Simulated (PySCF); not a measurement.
# Excitation energy of Sb⁺ by level of theory

Sb⁺ [Kr] 4d10 5s2 5p2 (3P) → Sb⁺ [Kr] 4d10 5s1 5p2 5d1 (high-spin determinant), as a difference of total energies. Calculation: PySCF 2.14, in aug-cc-pVTZ-PP with one added diffuse shell each of d, f type with ECP28MDF (6s5p5d3f, 67 functions); scalar relativity through the core potential. Correlated levels: valence: 4s2 4p6 4d10 frozen. The calculations carry no spin-orbit coupling.

```json
{"method": "UHF", "excitation energy (cm⁻¹)": "116610"}
{"method": "MP2 (valence)", "excitation energy (cm⁻¹)": "122980"}
{"method": "SCS-MP2 (valence)", "excitation energy (cm⁻¹)": "126010"}
{"method": "CCSD (valence)", "excitation energy (cm⁻¹)": "122150"}
{"method": "CCSD(T) (valence)", "excitation energy (cm⁻¹)": "121690"}
```

The promoted electron is Rydberg-like, and one or two diffuse shells describe it only roughly, which tends to raise the upper state.

The coupled-cluster amplitudes are large for the upper state (T1 above 0.03 or a double amplitude above 0.15), so a single reference is strained.

The determinant of the upper state mixes LS terms, which raises its energy above the lowest term, most at the Hartree-Fock and MP2 levels.
